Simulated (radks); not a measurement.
Results of a calculation; reference values are marked as such.
Valence configurations of Se I (all share [Ar]). Level of theory: Dirac Kohn-Sham, PBE, spin-unpolarised, spherical densities, finite nucleus; open shells fill j = l - 1/2 first; Fermi nuclear charge, rms radius 4.14 fm (a radial shooting solver on a logarithmic mesh with Libxc functionals). Energies are relative to 3d10 4s2 4p4; eigenvalues in eV.

valence           E (eV)  e(3d3/2)  e(3d5/2)  e(4p1/2)  e(4p3/2)  e(4s1/2)
3d10 4s2 4p4       0.000   -53.544   -52.649    -6.720    -6.346   -17.225
3d10 4s1 4p5      10.992   -55.184   -54.288    -7.372    -6.979   -18.081
3d9 4s2 4p5       51.378   -65.111   -64.166    -8.078    -7.625   -19.491
3d9.5 4s2 4p4.5   24.409   -59.261   -58.342    -7.400    -6.986   -18.368
3d9.5 4s1 4p5.5   35.896   -60.844   -59.923    -8.030    -7.597   -19.185
3d10 4s0.5 4p5.5  16.570   -55.976   -55.079    -7.683    -7.279   -18.486
3d9 4s1 4p6       63.341   -66.641   -65.694    -8.689    -8.217   -20.274
3d10 4p6          22.198   -56.751   -55.854    -7.984    -7.571         -

NIST lists [Ar] 3d10 4s2 4p4 as the ground configuration; this level of theory agrees among the configurations tried. The energies are those of spherical spin-averaged densities, not of single terms.
